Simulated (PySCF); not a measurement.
Computed IR spectrum (relative IR intensity) of a molecule CH4F2O2Si. Coordinates come from a PBE0-D3(BJ)/def2-SVP optimisation. The values are those of a single conformer. Calculation: PBE0-D3(BJ)/def2-SVP (PySCF). Frequencies are harmonic and unscaled.

Lines under 2 % of the strongest are left out, and lines within 2 cm⁻¹ are merged.

| ν (cm⁻¹) | relative intensity |
|---|---|
| 143 | 2.2 |
| 176 | 23 |
| 299 | 15 |
| 349 | 19 |
| 377 | 19 |
| 409 | 7.9 |
| 732 | 5.7 |
| 773 | 49 |
| 952 | 53 |
| 974 | 64 |
| 1013 | 64 |
| 1180 | 11 |
| 1184 | 16 |
| 1247 | 100 |
| 1476 | 3.1 |
| 3041 | 15 |
| 3131 | 7.4 |
| 3161 | 5.7 |
| 3948 | 46 |

Q: Identify the compound among the candidates.
A. O[SiH](O)C(F)F
B. O[Si](O)(F)CF
C. CO[Si](O)(F)F

A: C, CO[Si](O)(F)F
